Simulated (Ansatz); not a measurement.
C3H6AlN can be A, `[CH3][Al]([CH3])[C]#N`, or B, `CC1=[C]([AlH2])N1`.

Program: Ansatz. Geometries: PBE0-D4/def2-TZVP. ΔE: electronic, gas phase. CCSD(T)/CBS is the MP2 limit (def2-TZVPP, def2-QZVPP) plus CCSD(T) − MP2 in def2-TZVPP, frozen cores. Functionals use def2-TZVPP.

(1) Which is lower in electronic energy at CCSD(T)/CBS, and by how much? (Best estimate.)

(2) Give E(B) − E(A) in kJ/mol with PBE0-D4, PBE-D4, MP2/def2-TZVPP, r2SCAN-D4, HF/def2-TZVPP, CCSD/def2-TZVPP, B2PLYP. (Best estimate.)

Largest T1 diagnostic: 0.013.

Results:

(1) Ansatz gave: A, by 382.6 kJ/mol.

(2) Ansatz gave: PBE0-D4 352.1, PBE-D4 340.4, MP2/def2-TZVPP 392.2, r2SCAN-D4 362.8, HF/def2-TZVPP 408.5, CCSD/def2-TZVPP 393.9, B2PLYP 385.2. None reverses the order clearly.

From PBE to PBE0 (25 % exact exchange), in def2-TZVPP and without D4, E(B) − E(A) moves by +11.2 kJ/mol. In def2-TZVPP, CCSD(T) changes the Hartree–Fock value by −20.6 kJ/mol (the triples alone add −5.9 kJ/mol) and MP2 by −16.3 kJ/mol.
